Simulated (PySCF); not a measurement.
C5H11N3Si.
Atom-mapped SMILES: `[CH3:1][c:2]1[cH:3][n:4][n:5]([SiH:6]([CH3:7])[CH3:8])[n:9]1`

Probes without a nucleus sit at each ring's centroid and 1 Å off its mean plane on both sides; NICS is minus the shielding there, NICSzz its component along the normal. Level: GIAO PBE0/pcSseg-1 (PySCF, non-relativistic, gas phase) on the GFN2-xTB geometry, one conformer.

Ring bond lengths (Å), with Mayer bond orders in brackets: C2–C3 1.410 (1.28), C3–N4 1.317 (1.54), N4–N5 1.322 (1.21), N5–N9 1.324 (1.20), N9–C2 1.322 (1.50).

Problem. What do the NICS probes read (ppm)?

Solution. 
```json
{"ring": "C2–C3–N4–N5–N9", "type": "5-membered ring with 3 N; formal bonds all aromatic", "NICS(0)": "-12.5", "NICS(1), two faces": "-13.3 / -13.5", "NICS(1)zz, two faces": "-32.8 / -33.6", "rms pucker (Å)": "0.00", "centre to ring atoms, mean (Å)": "1.14"}
```

Problem. What do they say, and how far can they be read as aromaticity?

Solution. 
- C2–C3–N4–N5–N9: mean NICS(1)zz -33.2 ppm, shielded. The ring is flat and has no four-coordinate atom; by the NICS criterion it is aromatic.

Problem. How equal are the bonds by HOMA? HOMA = 1 − mean of α(R − Ropt)² over the ring bonds, with Krygowski's 1993 parameters (CC: Ropt 1.388 Å, α 257.7 Å⁻²; CN: Ropt 1.334 Å, α 93.52 Å⁻²; NN: Ropt 1.309 Å, α 130.33 Å⁻²).

Solution. 
- C2–C3–N4–N5–N9: HOMA 0.96; the largest term is that of C2–C3, α(R − Ropt)² = 0.12. The geometric and the magnetic index point the same way.

Problem. At the second NICS(1) probe listed for ring C2–C3–N4–N5–N9, 1 Å off the ring, what do the in-plane components average?

Solution. The isotropic value is a third of the trace: (3 × -13.5 − (-33.6))/2 = -3.4 ppm.

Problem. Give the inner angles of the rings and the Hirshfeld charges of the ring atoms.

Solution. 
- C2–C3–N4–N5–N9: C2 107.1° (+0.026 e), C3 108.2° (-0.040 e), N4 105.4° (-0.130 e), N5 113.4° (-0.010 e), N9 105.9° (-0.140 e); sum 540.0° against 540° for a flat convex ring.

Problem. What are the shieldings of the ring atoms and their hydrogens in the same run (means over atoms taken as equivalent)?

Solution. 
```tsv
atoms	environment	σ isotropic (ppm)
C2	substituted aromatic carbon	35.8
C3	aromatic CH next to a ring nitrogen	46.4
N4	pyridine-type nitrogen	-112.5
N5	pyrrole-type nitrogen	-12.2
N9	pyridine-type nitrogen	-105.5
H on C3	aromatic hydrogen	24.04
```

Shape of the structure used: `[CH3:1][c:2]1[cH:3][n:4][n:5]([SiH:6]([CH3:7])[CH3:8])[n:9]1`: N4–N5–Si6–C7 -93°.
